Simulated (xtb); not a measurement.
Harmonic IR lines of one isomer of CH4OSi, unscaled. Computed with xtb 6.7.1 with GFN2-xTB.

```csv
wavenumber (cm⁻¹),relative intensity
567,17
580,27
734,49
760,13
1029,24
1102,11
2401,100
2411,20
3042,4.6
3057,9.2
```

**Question.** Identify which structure gives these lines.
A. `C[SiH]=O`
B. `C1O[SiH2]1`
C. `O=C[SiH3]`
D. `OC=[SiH2]`

**Answer.** B, `C1O[SiH2]1`
